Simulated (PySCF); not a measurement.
# Atomic charges by several schemes

Species: (H2B-mu-NHMe)3, C3H18B3N3.
Cartesian coordinates in Å at the PBE0-D3(BJ)/def2-SVP level; atoms count from 1:
```
atom  x, y, z in Å
B1     0.842   -0.137    1.149
H2     0.566   -1.162    1.749
H3     1.754    0.494    1.681
N4    -0.441    0.785    1.096
C5    -0.909    1.057    2.461
B6    -1.635    0.233    0.224
H7    -2.498    1.105    0.137
H8    -2.050   -0.794    0.732
N9    -1.092   -0.100   -1.227
C10   -0.905    1.082   -2.076
B11    0.135   -1.101   -1.236
H12   -0.227   -2.167   -0.770
H13    0.559   -1.199   -2.386
N14    1.278   -0.511   -0.322
C15    2.407   -1.449   -0.276
H16   -0.160    1.689    0.712
H17   -1.761    1.751    2.443
H18   -0.094    1.476    3.069
H19   -1.234    0.111    2.913
H20   -1.847   -0.650   -1.639
H21   -0.106    1.719   -1.666
H22   -1.823    1.685   -2.112
H23   -0.605    0.788   -3.092
H24    1.637    0.335   -0.770
H25    3.227   -1.033    0.327
H26    2.763   -1.672   -1.292
H27    2.066   -2.382    0.191
```

Density: PBE0/pcSseg-1 (PySCF); schemes: Mulliken, IAO, Hirshfeld and ESP-fitted. Isolated species at its PBE0-D3(BJ)/def2-SVP geometry (one conformer only).

Task: Atoms with like bonding are taken together and averaged. Do the Mulliken, IAO, Hirshfeld and ESP-fitted schemes agree on where the charge is lowest?

Result: The schemes don't all agree: Mulliken N4/N9/N14 (-0.582); IAO C5/C10/C15 (-0.291); Hirshfeld H2 (×6) (-0.095); ESP-fitted C5/C10/C15 (-0.435).

Task: At which atom do the 4 schemes differ most?

Result: At N4/N9/N14: from -0.582 (Mulliken) to +0.151 e (ESP-fitted), 0.733 e apart.

Task: Do the Mulliken, IAO, Hirshfeld and ESP-fitted schemes agree on where the charge is highest?

Result: All schemes agree: Mulliken H16/H20/H24 (+0.230); IAO H16/H20/H24 (+0.268); Hirshfeld H16/H20/H24 (+0.134); ESP-fitted H16/H20/H24 (+0.236).

Task: What partial charge does each atom carry?

Result: In e; atoms taken as equivalent share a row and are averaged (×n: the atom named and its like, n in all):

| atom | environment | Mulliken | IAO | Hirshfeld | ESP-fitted |
| --- | --- | --- | --- | --- | --- |
| B1/B6/B11 | boron bonded to 2 N and 2 H | +0.096 | -0.135 | +0.015 | -0.239 |
| H2 (×6) | hydrogen on B1 | -0.018 | -0.028 | -0.095 | -0.086 |
| N4/N9/N14 | nitrogen bonded to 2 B, C and H | -0.582 | -0.234 | -0.071 | +0.151 |
| C5/C10/C15 | carbon bonded to N and 3 H | -0.114 | -0.291 | -0.044 | -0.435 |
| H16/H20/H24 | hydrogen on N4 | +0.230 | +0.268 | +0.134 | +0.236 |
| H17 (×9) | hydrogen on C5 | +0.135 | +0.149 | +0.051 | +0.153 |

Mean size of the charges over all atoms: ESP-fitted 0.188 e, Mulliken 0.163 e, IAO 0.159 e, Hirshfeld 0.067 e. Each set sums to the total charge, 0, to within 0.001 e. The IAO scheme counts the electrons in orthogonalised intrinsic atomic orbitals, a minimal basis polarised so that it spans the occupied orbitals exactly.

Some averages cover members that differ in this geometry: N4/N9/N14, ESP-fitted +0.077 to +0.191; H16/H20/H24, ESP-fitted +0.203 to +0.297; H2 (×6), ESP-fitted -0.128 to -0.043; H17 (×9), ESP-fitted +0.136 to +0.192 e.

Task: How many electrons does the IAO scheme count on B6?

Result: Its own charge is -0.135 e, so Z − q = 5.135.

Task: Sum the charges by element.

Result: 
```csv
element,atoms,Mulliken,IAO,Hirshfeld,ESP-fitted
B,3,+0.289,-0.406,+0.046,-0.718
H,18,+1.799,+1.983,+0.297,+1.570
N,3,-1.746,-0.703,-0.212,+0.452
C,3,-0.342,-0.874,-0.131,-1.304
```

The run behind these numbers computed NMR shieldings as well. The run took 2.0 min wall (grids of density and orbitals included) on Intel Xeon at 2.70 GHz, one thread, no GPU, shared host, and the process peaked at 1.2 GiB of memory.
